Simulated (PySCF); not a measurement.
Structure with atom numbers: `[F:1][B:2]([F:3])[Cl:4]`.

Geometry: PBE0-D3(BJ)/def2-SVP; GIAO absolute shieldings from PySCF 2.14.0 with density-fitted response routines, gas phase, non-relativistic, averaged over equivalent atoms.

At PBE0/pcSseg-1 (75 basis functions, 2.6 s wall time on 1 thread of an Arm Neoverse V2, shared host):
```json
{"atoms": "F1/F3", "σ (ppm)": "242.8"}
{"atoms": "B2", "σ (ppm)": "78.5"}
{"atoms": "Cl4", "σ (ppm)": "870.2"}
```

Question: Predict the values at HF/pcSseg-2 on the same geometry.

Answer: 
```json
{"atoms": "F1/F3", "σ at HF/pcSseg-2": "295.1", "change": "+52.3"}
{"atoms": "B2", "σ at HF/pcSseg-2": "92.8", "change": "+14.3"}
{"atoms": "Cl4", "σ at HF/pcSseg-2": "920.3", "change": "+50.1"}
```

The largest change is at F1/F3 (fluorine bonded to B). Cost: 151 basis functions, 2.5 s wall time on 1 thread of an Arm Neoverse V2, shared host.
